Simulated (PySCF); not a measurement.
A homologous series of growing length: n-germane mercapto/mercapto. Isolated molecules, 0 K electronic values unless said otherwise. One relaxed conformer stands for each flexible species; it need not be the lowest. Strings in code marks are SMILES.

These are PBE-D3(BJ)/def2-TZVP // B3LYP-D3(BJ)/def2-SVP (PySCF) values and carry that method's errors. All candidates: neutral, multiplicity 1. Excitations are Tamm–Dancoff values on a coarser integration grid. The basis has no diffuse functions, so Rydberg states are missing or too high.

```json
{
 "brightest of the four lowest singlets (TDA)": "4.46 eV",
 "LUMO": "-1.76 eV",
 "T1 excitation (TDA)": "3.92 eV"
}
```

Problem. Name which member has these values.
A. `[SH][GeH2][GeH2][GeH2][GeH2][GeH2][GeH2][SH]`
B. `[SH][GeH2][GeH2][GeH2][GeH2][SH]`
C. `[SH][GeH2][GeH2][GeH2][SH]`
D. `[SH][GeH2][GeH2][SH]`

Solution. D, `[SH][GeH2][GeH2][SH]`. The others give `[SH][GeH2][GeH2][GeH2][GeH2][GeH2][GeH2][SH]`: 3.87 eV, -2.21 eV, 3.49 eV; `[SH][GeH2][GeH2][GeH2][GeH2][SH]`: 4.10 eV, -2.07 eV, 3.63 eV; `[SH][GeH2][GeH2][GeH2][SH]`: 4.13 eV, -2.02 eV, 3.67 eV
